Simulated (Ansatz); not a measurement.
Geometry optimisation, Ansatz, UKS PBE-D4/def2-SVP.

Input:

```yaml
crystal:
  periodic: [false, false, false]
  atoms:
    - { symbol: "N", position_ang: [-0.7471, 0.8391, -0.463] }
    - { symbol: Si, position_ang: [0.5155, -0.1736, -0.4672] }
    - { symbol: S, position_ang: [0.5937, -0.8474, 1.5571] }
    - { symbol: S, position_ang: [0.0874, -2.122, 0.0969] }
    - { symbol: H, position_ang: [-0.6624, 1.5513, 0.2579] }
    - { symbol: H, position_ang: [-1.6173, 0.3643, -0.2018] }
    - { symbol: H, position_ang: [1.27402, -0.17398, 2.55111] }
magnetization:
  spin_polarized: true
basis:
  gaussian: { orbitals: def2-SVP }
hamiltonian:
  xc: pbe
  dispersion: d4
relax:
  f_tol: 0.02
  max_steps: 50
```

Command:

```bash
$ ansatz run input.yaml --threads 2 --pin off --max-ram 3072MiB --backend cpu --events-out ev --progress --plain --runs-dir out
```

Task: Where does it end, and by what steps?

Result: The forces met the threshold. After 13 steps the energy has fallen by 3.622 eV; H7 moved furthest, 1.23 Å. Parted: Si2–S3.

| step | energy less start (eV) | largest force component (eV/Å) | accepted |
| --- | --- | --- | --- |
| 0 | 0.0000 | 4.493 | yes |
| 1 | -1.5513 | 2.707 | yes |
| 2 | -2.1913 | 1.346 | yes |
| 3 | -2.7772 | 1.523 | yes |
| 4 | -3.1950 | 1.627 | yes |
| 5 | -3.4372 | 0.504 | yes |
| 6 | -3.5334 | 0.450 | yes |
| 7 | -3.6050 | 0.285 | yes |
| 8 | -3.6145 | 0.151 | yes |
| 9 | -3.6203 | 0.219 | yes |
| 10 | -3.6215 | 0.081 | yes |
| 11 | -3.6142 | 0.136 | no |
| 12 | -3.6223 | 0.035 | yes |
| 13 | -3.6224 | 0.009 | yes |

```xyz
7
Properties=species:S:1:pos:R:3
N -0.932 0.886 -0.488
Si 0.693 0.342 -0.193
S 0.537 -0.938 2.279
S 0.196 -1.802 0.378
H -1.134 1.873 -0.678
H -1.782 0.320 -0.396
H 1.866 -1.243 2.429
```

Time of the run: 20 s on 2 threads of Intel(R) Xeon(R) 6975P-C (Granite Rapids) (shared host), peak memory 0.23 GiB.
